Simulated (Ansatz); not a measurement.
`C[N](C)[InH][SH]`, relaxed with RKS PBE0-D4/def2-TZVP in the Gaussian-basis code of Ansatz from a GFN2-xTB geometry. The force threshold is 0.005 eV/Å; the program also tests the step.

The species carries charge 0 and has multiplicity 1. In: def2 effective core potential.

Start:

```xyz
13

C    -0.020    0.875    1.130
N    -0.013   -0.272    0.253
C     1.039   -1.205    0.579
In   -0.350   -0.025   -1.804
S    -2.241    1.388   -2.370
H    -0.738    1.615    0.762
H    -0.332    0.568    2.135
H     0.969    1.351    1.216
H     0.800   -1.708    1.524
H     1.103   -1.964   -0.205
H     2.020   -0.722    0.691
H     0.343   -1.270   -2.827
H    -2.579    1.369   -1.083
```

Problem. By how much does the energy fall, and how many steps does the optimiser take? (Estimate.)

Solution. Ansatz gave: 0.24 eV, in 17 steps, 3 of them rejected.

Problem. Which bonds change most? (Estimate.)

Solution. Computed: N2–In4 from 2.100 to 2.011 Å; In4–H12 from 1.754 to 1.704 Å; In4–S5 from 2.427 to 2.385 Å; S5–H13 from 1.331 to 1.343 Å.

Problem. Give the relaxed structure. (Estimate.)

Solution. The calculation gave: 
```xyz
13

C    -0.146    0.783    1.091
N     0.208   -0.194    0.100
C     1.200   -1.125    0.569
In   -0.567   -0.297   -1.752
S    -2.195    1.359   -2.295
H    -0.899    1.479    0.714
H    -0.557    0.314    1.999
H     0.725    1.381    1.404
H     0.851   -1.683    1.452
H     1.452   -1.857   -0.203
H     2.133   -0.616    0.859
H    -0.069   -1.505   -2.844
H    -2.137    1.960   -1.095
```
